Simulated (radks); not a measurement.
The numbers below are computed, except where a source is named.
Spin polarisation of the 4f7 shell in Eu. Start: [Xe] 4f(up 3.5, down 3.5) 6s2; electrons of 4f are moved from spin down to spin up, other shells keep equal spins. Code: a radial shooting solver on a logarithmic mesh with Libxc functionals. Model: non-relativistic Kohn-Sham, LDA (Slater exchange, Perdew-Wang correlation), spin-polarised, spherical densities, point nucleus.

| moment (Bohr magnetons) | E - E(0) (eV) | e(4f up) (eV) | e(4f down) (eV) | 6s down minus up (eV) | 5p down minus up (eV) |
|---|---|---|---|---|---|
| 0 | 0.000 | -6.328 | -6.328 | 0.000 | 0.000 |
| 1 | -0.174 | -6.661 | -5.964 | 0.026 | 0.284 |
| 2 | -0.697 | -6.962 | -5.569 | 0.052 | 0.569 |
| 3 | -1.567 | -7.230 | -5.142 | 0.079 | 0.855 |
| 4 | -2.785 | -7.462 | -4.682 | 0.106 | 1.144 |
| 5 | -4.347 | -7.657 | -4.189 | 0.135 | 1.435 |
| 6 | -6.252 | -7.810 | -3.659 | 0.164 | 1.730 |
| 7 | -8.497 | -7.915 | -3.089 | 0.195 | 2.029 |

At moment 7 the spin-polarisation energy is -8.497 eV and the 4f exchange splitting 4.826 eV, that is 0.689 eV per Bohr magneton; E = -I m^2/4 would give I = 0.694 eV.
